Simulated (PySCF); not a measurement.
Species: C₆H₁₅NSi₂.
InChI=1S/C6H15NSi2/c1-2-5(3-1)6-4-8-7-9-6/h5-7H,1-4,8-9H2/t6-/m0/s1

The closed-shell ground state was solved at several levels (PySCF, density fitting, gas phase, non-relativistic). The structure is a single PBE0-D3(BJ)/def2-SVP conformer in the gas phase; no vibrational or solvent corrections.

```tsv
level	basis functions	HOMO (eV)	LUMO (eV)	gap (eV)	dipole (D)
PBE0/pcSseg-1	242	-7.18	0.54	7.72	0.11
CAM-B3LYP/pcSseg-1	242	-8.53	1.58	10.11	0.03
```

Problem. Estimate the row for PBE0/def2-SVPD, a basis of 308 functions; the other rows only guide the guess.

Solution. HOMO -7.18 eV, LUMO 0.25 eV, gap 7.43 eV, dipole 0.18 D.

Problem. Over all these levels, which gives the widest orbital gap and which the narrowest?

Solution. CAM-B3LYP/pcSseg-1 (range-separated hybrid) has the widest, 10.11 eV, and PBE0/def2-SVPD (global hybrid, 25 % exact exchange) the narrowest, 7.43 eV. Functional and basis both differ between the two, so the spread mixes both effects.

Problem. How far do the dipole and the HOMO energy spread over the levels?

Solution. The dipole runs from 0.03 to 0.18 D (mean 0.11 D) and the HOMO from -8.53 to -7.18 eV.
